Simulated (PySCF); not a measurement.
Job file and geometry (Å, from GFN2-xTB) of an NMR shielding run on `C([C@@H]([Si@@H](SC)CF)F)[SiH3]`, C$_{4}$H$_{12}$F$_{2}$SSi$_{2}$, GIAO PBE0/pcSseg-1 NMR shielding, non-relativistic, gas phase in PySCF; density fitting, a coarse starting grid and PySCF grid level 2 are the driver's defaults:

```
$ OMP_NUM_THREADS=1 python probes_run.py task.json out

{"job": {"kind": "nmr", "xc": "PBE0", "basis": "pcSseg-1"}, "charge": 0, "multiplicity": 1}
C     -3.524402     0.732208    -0.290894
S     -1.799113     1.319026    -0.360672
Si    -0.834583    -0.191086     0.813392
C     -1.004242    -1.929663     0.008958
F     -2.310833    -2.371620     0.106006
C      1.027694     0.262068     0.833115
F      1.678275    -0.736244     1.558161
C      1.663418     0.375523    -0.543021
Si     3.509641     0.855435    -0.464368
H     -3.877005     0.773133     0.733996
H     -3.585384    -0.279779    -0.673795
H     -4.106001     1.403524    -0.913000
H     -1.403808    -0.243221     2.159343
H     -0.387195    -2.675557     0.514769
H     -0.760748    -1.937356    -1.057972
H      1.197740     1.180654     1.403894
H      1.100052     1.119646    -1.106355
H      1.547384    -0.577957    -1.060572
H      4.024230     0.856230    -1.834607
H      3.600706     2.195158     0.120894
H      4.235253    -0.113179     0.352836
```

Problem. What does the program print?

Solution. 
```
coarse grid: 18832 points
cycle   1  E = -1335.5297735738  dE =  5.832e-01  |g| = 6.477e-01  |ddm| = 4.017e+00
cycle   2  E = -1335.4786696959  dE =  5.110e-02  |g| = 8.910e-01  |ddm| = 1.116e+00
cycle   3  E = -1335.6049144982  dE = -1.262e-01  |g| = 7.832e-02  |ddm| = 6.537e-01
cycle   4  E = -1335.6058669520  dE = -9.525e-04  |g| = 3.633e-02  |ddm| = 8.938e-02
cycle   5  E = -1335.6061706854  dE = -3.037e-04  |g| = 7.278e-03  |ddm| = 3.799e-02
cycle   6  E = -1335.6061825605  dE = -1.188e-05  |g| = 2.396e-03  |ddm| = 8.001e-03
cycle   7  E = -1335.6061836577  dE = -1.097e-06  |g| = 6.123e-04  |ddm| = 2.025e-03
final grid: 168104 points
cycle   8  E = -1335.6732936882  dE = -4.164e-05  |g| = 1.059e-02  |ddm| = 2.741e-02
cycle   9  E = -1335.6732738260  dE =  1.986e-05  |g| = 1.451e-02  |ddm| = 1.892e-02
cycle  10  E = -1335.6733191311  dE = -4.531e-05  |g| = 1.059e-03  |ddm| = 1.084e-02
cycle  11  E = -1335.6733192874  dE = -1.563e-07  |g| = 3.228e-04  |ddm| = 9.153e-04
cycle  12  E = -1335.6733193051  dE = -1.763e-08  |g| = 6.858e-05  |ddm| = 3.042e-04
cycle  13  E = -1335.6733193062  dE = -1.123e-09  |g| = 2.572e-05  |ddm| = 1.017e-04
cycle  14  E = -1335.6733193063  dE = -1.442e-10  |g| = 6.173e-06  |ddm| = 2.437e-05
converged SCF energy = -1335.6733193063

GIAO shielding tensors (ppm)
atom      isotropic    diamagn.    paramagn.     s11        s22        s33       span
  0 C      174.188     250.451     -76.263    165.296    166.166    191.102     25.805
  1 S      701.791    1061.647    -359.856    622.082    651.146    832.144    210.062
  2 Si     359.007     881.556    -522.549    321.310    362.129    393.583     72.272
  3 C      103.423     252.360    -148.937     56.385     83.890    169.995    113.610
  4 F      485.050     470.749      14.301    426.011    496.796    532.342    106.331
  5 C       98.258     253.453    -155.195     54.568     77.043    163.163    108.595
  6 F      416.280     476.638     -60.358    384.385    399.283    465.171     80.785
  7 C      169.991     254.199     -84.208    152.448    172.245    185.279     32.831
  8 Si     423.682     879.086    -455.404    392.991    416.793    461.263     68.271
  9 H       29.534      28.756       0.778     24.000     27.193     37.410     13.411
 10 H       29.221      29.866      -0.646     22.074     29.166     36.422     14.347
 11 H       29.669      28.428       1.241     23.766     26.626     38.616     14.850
 12 H       26.474      30.088      -3.614     23.218     24.434     31.770      8.552
 13 H       26.387      31.026      -4.640     21.204     27.524     30.431      9.227
 14 H       26.437      32.218      -5.781     21.534     26.911     30.868      9.334
 15 H       26.930      33.659      -6.729     25.741     26.520     28.528      2.787
 16 H       30.704      33.715      -3.011     23.886     31.935     36.290     12.404
 17 H       30.776      34.202      -3.426     25.609     31.730     34.990      9.381
 18 H       27.827      27.893      -0.066     24.141     25.671     33.669      9.528
 19 H       27.925      28.337      -0.412     24.416     26.174     33.184      8.768
 20 H       27.632      28.281      -0.649     23.547     26.859     32.491      8.944
```

Problem. Turn these shieldings into chemical shifts. Referencing at the same level of theory: ¹³C (186.93 ppm) and ²⁹Si (349.16 ppm) and ¹H (31.72 ppm) vs TMS; ³³S (503.73 ppm) against CS2; ¹⁹F (170.95 ppm) vs CFCl3.

Solution. Averaging equivalent atoms: C 5: 88.7; C 3: 83.5; C 7: 16.9; C 0: 12.7; S 1: -198; Si 2: -9.8; Si 8: -74.5; F 6: -245.3; F 4: -314.1; H 13: 5.33; H 14: 5.28; H 12: 5.24; H 15: 4.79; H 18/19/20: 3.92; H 9/10/11: 2.24; H 16: 1.01; H 17: 0.94 ppm. Unscaled 19F shifts against computed CFCl3 carry errors that often reach 10 to 50 ppm.

Size and cost of the density-fitted run: 234 basis functions, 96 s wall time on 1 thread of an Arm Neoverse N1, shared host; peak memory 1.1 GiB.
